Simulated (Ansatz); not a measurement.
Input and output for ClH7OSi3 (`O[SiH](Cl)[SiH2][SiH3]`).

```yaml
crystal:
  periodic: [false, false, false]
  atoms:
    - {symbol: O, position_ang: [-3.019343, -0.199857, 0.355553]}
    - {symbol: Si, position_ang: [-1.447499, -0.182199, 0.820023]}
    - {symbol: Cl, position_ang: [-1.021363, 1.543653, 1.879104]}
    - {symbol: Si, position_ang: [0.081328, -0.222848, -0.951088]}
    - {symbol: Si, position_ang: [2.251207, 0.077969, -0.131654]}
    - {symbol: H, position_ang: [-3.313131, 0.461187, -0.273771]}
    - {symbol: H, position_ang: [-1.309980, -1.317393, 1.758446]}
    - {symbol: H, position_ang: [-0.032313, -1.515519, -1.684279]}
    - {symbol: H, position_ang: [-0.270328, 0.879922, -1.891872]}
    - {symbol: H, position_ang: [3.249863, -0.087639, -1.221501]}
    - {symbol: H, position_ang: [2.526068, -0.931415, 0.926039]}
    - {symbol: H, position_ang: [2.382593, 1.438937, 0.449100]}
basis:
  gaussian: {orbitals: cc-pVTZ, fitting: {mean_field: cc-pVTZ-jkfit}, point_charges: [{charge: 0.50, position_ang: [7.279, 0.408, 0.640]}]}
hamiltonian: {xc: {name: CAM-B3LYP}}
output: {forces: true}
```

```sh
$ ansatz run in.yaml --threads 4 --pin off --events-out ev --progress --plain --max-ram 10444MiB
```

It prints (some lines left out):

```
Functional definition: CAM-B3LYP
773 factors; integrals over basis functions are off by at most 7.4e-1 eV
773 factors; integrals over basis functions are off by at most 1.6e-6 eV
mean field evaluation 1: about -38317.5012 eV, gradient 5.1e1 eV
mean field evaluation 2: about -38313.5501 eV, gradient 7.1e1 eV
mean field evaluation 4: about -38321.6099 eV, gradient 1.8e0 eV
mean field evaluation 8: about -38321.6148 eV, gradient 9.8e-2 eV
mean field -38321.61478323 eV, -1408.2933679602 hartree, gradient 6.5e-5 eV, S^2 0.000000; 0 other end points of the search recorded, 0 dependent functions left out
reference -38321.61494752 eV, -1408.2933739979 hartree; 37, 37 occupied and 227, 227 virtual orbitals, 773 factors
Total energy: -38321.61494752 eV, -1408.2933739979 hartree
Atom 0 at    -3.019343    -0.199857     0.355553 Å, force     0.016411     0.053021    -0.077166 eV/Å
Atom 1 at    -1.447499    -0.182199     0.820023 Å, force    -0.018422    -0.278783     0.090203 eV/Å
Atom 2 at    -1.021363     1.543653     1.879104 Å, force     0.038929     0.171637     0.111976 eV/Å
Atom 3 at     0.081328    -0.222848    -0.951088 Å, force    -0.126058    -0.030283    -0.164863 eV/Å
Atom 4 at     2.251207     0.077969    -0.131654 Å, force    -0.090393     0.001730    -0.012789 eV/Å
Atom 5 at    -3.313131     0.461187    -0.273771 Å, force    -0.084632    -0.012386     0.000520 eV/Å
Atom 6 at    -1.309980    -1.317393     1.758446 Å, force     0.008590     0.078801    -0.069237 eV/Å
Atom 7 at    -0.032313    -1.515519    -1.684279 Å, force     0.048530     0.096145     0.054730 eV/Å
Atom 8 at    -0.270328     0.879922    -1.891872 Å, force     0.066783    -0.081075     0.068291 eV/Å
Atom 9 at     3.249863    -0.087639    -1.221501 Å, force     0.026801     0.016589     0.082474 eV/Å
Atom 10 at     2.526068    -0.931415     0.926039 Å, force     0.055551     0.072576    -0.056207 eV/Å
Atom 11 at     2.382593     1.438937     0.449100 Å, force     0.067549    -0.088263    -0.026837 eV/Å
Dipole moment:    -0.191012    -0.031423    -0.347463 e Å
```

Run time 2.6 s (4 threads of an Intel Xeon 6975P-C on a shared host); peak host memory 0.9 GiB.
